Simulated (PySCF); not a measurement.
Ligands exchanged one at a time, Sn NH2-OCH3. Isolated molecules, 0 K electronic values unless said otherwise. One relaxed conformer stands for each flexible species; it need not be the lowest. Strings in code marks are SMILES.

The LUMO from two functionals at the same geometries (PBE0-D4/def2-SVP), both in PySCF: PBE-D3(BJ)/def2-TZVP and PBE0-D4/def2-TZVP. 

```tsv
species	PBE-D3(BJ)/def2-TZVP (eV)	PBE0-D4/def2-TZVP (eV)
0 of 4 NH2 replaced by OCH3 (`[NH2][Sn]([NH2])([NH2])[NH2]`)	-1.30	-0.39
1 of 4 NH2 replaced by OCH3 (`C[O][Sn]([NH2])([NH2])[NH2]`)	-1.57	-0.63
2 of 4 NH2 replaced by OCH3	-1.88	-0.91
3 of 4 NH2 replaced by OCH3	-2.26	-1.27
4 of 4 NH2 replaced by OCH3	-2.65	-1.65
```

Over these rows, drawn at random from the members with no instability flagged (it was tested for open shells, ions and some series alone), PBE minus PBE0-D4: mean -0.96 eV, from -1.00 eV to -0.91 eV.
